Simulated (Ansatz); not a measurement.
Start from `C[Si](F)(F)C=O` and change one atom or group to get `O=C[Si](F)(F)[SiH3]`.

Ansatz, PBE0-D4/def2-TZVP geometries, multiplicity 1. Each molecule was computed in one conformer, which needn't be the lowest.

| property | `C[Si](F)(F)C=O` |
| --- | --- |
| HOMO energy (B3LYP/def2-TZVPP) / eV | -7.19 |
| LUMO energy (PBE0/def2-TZVPP) / eV | -1.98 |
| HOMO energy (ωB97M-V/def2-TZVPP) / eV | -9.72 |
| size of the dipole moment (PBE/def2-TZVPP) / D | 0.96 |
| size of the dipole moment (ωB97M-V/def2-TZVPP) / D | 0.96 |
| LUMO energy (PBE/def2-TZVPP) / eV | -3.13 |

(1) Give the same properties after the change, and the shifts. (Estimate.)

## Answers

(1) Computed: 
```
                                          property  `O=C[Si](F)(F)[SiH3]`  shift
               HOMO energy (B3LYP/def2-TZVPP) / eV                  -7.26  -0.07
                LUMO energy (PBE0/def2-TZVPP) / eV                  -2.19  -0.21
             HOMO energy (ωB97M-V/def2-TZVPP) / eV                  -9.72   0.00
    size of the dipole moment (PBE/def2-TZVPP) / D                   0.39  -0.57
size of the dipole moment (ωB97M-V/def2-TZVPP) / D                   0.51  -0.45
                 LUMO energy (PBE/def2-TZVPP) / eV                  -3.33  -0.20
```

With PBE0 the HOMO falls by 0.07 eV and the LUMO falls by 0.21 eV, so the gap narrows by about 0.14 eV. PBE moves the HOMO by -0.14 eV and ωB97M-V by 0.00 eV. Dipoles are sizes alone; their direction can turn.

B3LYP here is the variant with VWN-RPA as its local correlation; programs differ in this.
